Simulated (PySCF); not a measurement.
Compound: C4H9ClOSi.
Geometry (GFN2-xTB, Å), atoms numbered from 1 in this order:
```xyz
16
C4H9ClOSi angstrom
C     -2.428    0.390    0.181
C     -1.578   -0.535   -0.228
C     -0.501   -1.127    0.614
Si     1.227   -0.529    0.079
O      1.416   -1.030   -1.451
C      1.297    1.385    0.138
Cl     2.786    1.931   -0.687
H     -3.186    0.798   -0.465
H     -2.407    0.770    1.190
H     -1.620   -0.901   -1.245
H     -0.524   -2.212    0.520
H     -0.668   -0.880    1.662
H      2.291   -1.050    0.942
H      2.079   -0.642   -2.019
H      1.340    1.788    1.145
H      0.467    1.853   -0.387
```

A PySCF run (density fitting, gas phase, GFN2-xTB geometry) gave HOMO -9.11 eV, LUMO 1.57 eV, dipole 1.17 D and E = -982.324 Eh.

Question: Which of these levels was it?
A. PBE0/pcSseg-1
B. wB97X-D/def2-SVPD
C. B3LYP/ANO-RCC-VDZP
D. HCTH407/pcSseg-1

Answer: B. It is wB97X-D/def2-SVPD. All candidates on this geometry:

| level and settings | kind | basis functions | SCF cycles | E (Eh) | HOMO (eV) | LUMO (eV) | dipole (D) |
| --- | --- | --- | --- | --- | --- | --- | --- |
| HCTH407/pcSseg-1 | GGA | 178 | 15 | -982.8061 | -6.24 | -1.00 | 0.90 |
| B3LYP/ANO-RCC-VDZP, grid level 1, energy threshold 1e-07 Eh | global hybrid | 151 | 9 | -982.4182 | -6.90 | -0.13 | 1.17 |
| PBE0/pcSseg-1 | global hybrid | 178 | 14 | -982.1852 | -7.26 | 0.04 | 1.03 |
| wB97X-D/def2-SVPD | range-separated hybrid | 226 | 12 | -982.3236 | -9.11 | 1.57 | 1.17 |

The nearest other candidate, by the summed differences of HOMO and LUMO, is PBE0/pcSseg-1: its HOMO differs by +1.85 eV and its LUMO by -1.53 eV. wB97X-D ran without the empirical dispersion term, which would shift the total energy alone. Cycle counts include a coarse-grid stage where the run had one. ANO-RCC sets were contracted for a scalar-relativistic Hamiltonian, but ran non-relativistically here.
